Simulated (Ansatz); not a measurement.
Molecular dynamics of BClH$_{5}$NOSi

input.yaml

```yaml
crystal:
  periodic: [false, false, false]
  atoms:
    - { symbol: "N", position_ang: [-1.295874, -0.467176, -1.093001] }
    - { symbol: Si, position_ang: [-0.404173, -0.669463, 0.366561] }
    - { symbol: Cl, position_ang: [0.830741, -2.385108, 0.238998] }
    - { symbol: B, position_ang: [0.79237, 0.859412, 0.756022] }
    - { symbol: O, position_ang: [1.224242, 1.602347, -0.260566] }
    - { symbol: H, position_ang: [-0.759231, -0.193044, -1.916232] }
    - { symbol: H, position_ang: [-1.913696, -1.233811, -1.361823] }
    - { symbol: H, position_ang: [-1.329995, -0.988119, 1.401091] }
    - { symbol: H, position_ang: [1.116986, 1.093174, 1.850037] }
    - { symbol: H, position_ang: [1.821731, 2.330588, 0.021614] }
basis:
  gaussian: { orbitals: STO-3G }
hamiltonian:
  xc: hf
md:
  timestep: 0.5
  n_steps: 400
  ensemble: nve
  temperature: 200.0
  initial_velocities: maxwell_boltzmann
  seed: 409315
scf:
  lower_state_search: "off"
```

Command:

```bash
$ ansatz run input.yaml --threads 1 --pin off --max-ram 2048MiB --backend cpu --events-out ev --progress --plain --runs-dir out
```

It starts from a relaxed structure.

Output, in part (step lines, the closing report, with atoms numbered from 0):

```
md step     0: t =     0.00 fs  T =   200.0 K  F+E_penalty+E_count = -24358.97872406 eV  E_kin = 0.206816 eV  conserved = -24358.77190807 eV  (25 SCF iters)
md step     1: t =     0.50 fs  T =   192.3 K  F+E_penalty+E_count = -24358.97044822 eV  E_kin = 0.198844 eV  conserved = -24358.77160463 eV  (20 SCF iters)
md step     2: t =     1.00 fs  T =   173.0 K  F+E_penalty+E_count = -24358.94984871 eV  E_kin = 0.178854 eV  conserved = -24358.77099514 eV  (20 SCF iters)
md step     3: t =     1.50 fs  T =   150.7 K  F+E_penalty+E_count = -24358.92622946 eV  E_kin = 0.155828 eV  conserved = -24358.77040108 eV  (20 SCF iters)
md step     4: t =     2.00 fs  T =   134.2 K  F+E_penalty+E_count = -24358.90880511 eV  E_kin = 0.138722 eV  conserved = -24358.77008323 eV  (20 SCF iters)
md step     5: t =     2.50 fs  T =   128.0 K  F+E_penalty+E_count = -24358.90255280 eV  E_kin = 0.132395 eV  conserved = -24358.77015746 eV  (20 SCF iters)
md step     6: t =     3.00 fs  T =   131.3 K  F+E_penalty+E_count = -24358.90634740 eV  E_kin = 0.135779 eV  conserved = -24358.77056887 eV  (20 SCF iters)
md step     7: t =     3.50 fs  T =   138.0 K  F+E_penalty+E_count = -24358.91385209 eV  E_kin = 0.142747 eV  conserved = -24358.77110535 eV  (20 SCF iters)
[... lines left out ...]
md step   397: t =   198.50 fs  T =   114.0 K  F+E_penalty+E_count = -24358.88862588 eV  E_kin = 0.117931 eV  conserved = -24358.77069450 eV  (20 SCF iters)
md step   398: t =   199.00 fs  T =   110.8 K  F+E_penalty+E_count = -24358.88509264 eV  E_kin = 0.114606 eV  conserved = -24358.77048625 eV  (20 SCF iters)
md step   399: t =   199.50 fs  T =   112.5 K  F+E_penalty+E_count = -24358.88681671 eV  E_kin = 0.116289 eV  conserved = -24358.77052781 eV  (20 SCF iters)
md step   400: t =   200.00 fs  T =   118.3 K  F+E_penalty+E_count = -24358.89310620 eV  E_kin = 0.122307 eV  conserved = -24358.77079880 eV  (20 SCF iters)
Total energy: -24358.89310620 eV, -895.1728106021 hartree
Atom 0 at    -1.338916    -0.502703    -1.077913 Å, force     0.678178     0.808506    -0.571342 eV/Å
Atom 1 at    -0.461052    -0.690555     0.384028 Å, force    -0.274302     0.379544     0.003232 eV/Å
Atom 2 at     0.865586    -2.329356     0.221738 Å, force    -0.037330    -0.149787     0.121436 eV/Å
Atom 3 at     0.727713     0.883075     0.732426 Å, force    -0.077424    -0.427462     0.691296 eV/Å
Atom 4 at     1.349145     1.531175    -0.255951 Å, force    -1.023006    -1.037476    -0.125047 eV/Å
Atom 5 at    -0.804749    -0.157298    -1.891981 Å, force    -0.492844    -0.353909     0.598385 eV/Å
Atom 6 at    -1.992871    -1.209968    -1.387144 Å, force    -0.166907    -0.372905    -0.033365 eV/Å
Atom 7 at    -1.420102    -1.033899     1.416775 Å, force     0.639871     0.117008    -0.425636 eV/Å
Atom 8 at     0.913827     1.165197     1.864030 Å, force    -0.022526     0.109909    -0.558849 eV/Å
Atom 9 at     1.908049     2.241276     0.083495 Å, force     0.776291     0.926570     0.299889 eV/Å
Dipole moment:    -0.102693     0.751510     0.069216 e Å
```

The steps, from the saved trajectory:

```
time (fs)  T (K)  potential energy less start (eV)  conserved less start (meV/atom)
      0.0    200                             0.000                             0.00
      6.5     93                             0.112                             0.15
     13.0     96                             0.109                             0.12
     19.5    108                             0.095                             0.06
     26.0     82                             0.123                             0.14
     32.5     97                             0.108                             0.14
     39.0     98                             0.106                             0.08
     45.5     92                             0.112                             0.09
     52.0     82                             0.123                             0.13
     58.5     86                             0.119                             0.05
     65.0     91                             0.114                             0.13
     71.5    105                             0.099                             0.13
     78.0    107                             0.098                             0.11
     84.5    119                             0.084                             0.10
     91.0     85                             0.120                             0.14
     97.5    112                             0.092                             0.10
    104.0    121                             0.082                             0.05
    110.5    126                             0.078                             0.15
    117.0    118                             0.086                             0.13
    123.5     75                             0.130                             0.06
    130.0     80                             0.125                             0.15
    136.5     75                             0.131                             0.13
    143.0     98                             0.106                             0.07
    149.5    117                             0.087                             0.11
    156.0     80                             0.126                             0.14
    162.5     94                             0.111                             0.05
    169.0     83                             0.122                             0.14
    175.5     89                             0.116                             0.14
    182.0    134                             0.068                             0.06
    188.5    104                             0.101                             0.14
    195.0    101                             0.104                             0.12
```

The run went to its last step. The conserved energy stayed within 0.18 meV per atom of its start (net change 0.11 meV per atom), so the integration is sound. The temperature averaged 0.50 of the 200 K drawn at the start: a run that starts near a minimum puts about half its kinetic energy into the potential. A run of 0.2 ps of so small a system gives no equilibrium averages. Limits of this set-up: minimal basis.

The same pairs are bonded in the first frame and the last. Pairs count as bonded within 1.25 times the sum of covalent radii (0.12 Å more for H–H).

Last frame:

```xyz
10
Properties=species:S:1:pos:R:3
N -1.339 -0.503 -1.078
Si -0.461 -0.691 0.384
Cl 0.866 -2.329 0.222
B 0.728 0.883 0.732
O 1.349 1.531 -0.256
H -0.805 -0.157 -1.892
H -1.993 -1.210 -1.387
H -1.420 -1.034 1.417
H 0.914 1.165 1.864
H 1.908 2.241 0.084
```

The run took 4.3 min on 1 thread of Arm Neoverse V1, on a shared host, peak memory 0.084 GiB.
